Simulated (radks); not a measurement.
These are the eigenvalues of the occupied orbitals of an atom or ion with whole-number occupations (eV). Calculated with a radial shooting solver on a logarithmic mesh with Libxc functionals: scalar-relativistic Kohn-Sham, PBE, spin-polarised, spherical densities, finite nucleus; Fermi nuclear charge, rms radius of each element as measured or else 0.836 A^(1/3) + 0.57 fm.

| orbital | eigenvalue |
|---|---|
| 1s | -106.2131 |
| 2s | -5.6097 |

Which element is it, and in what charge state? The configuration may be excited. Open shells, if any, are filled with parallel spins first.

Answer. Z = 4, beryllium, charge 0: Be in [He] 2s2. The 1s level, -3.9033 hartree, gives Z - s = 2.8 by -(Z - s)^2/2, which with screening and relativity narrows Z to a few neighbours, and with so few levels the electron count can be read from the list.
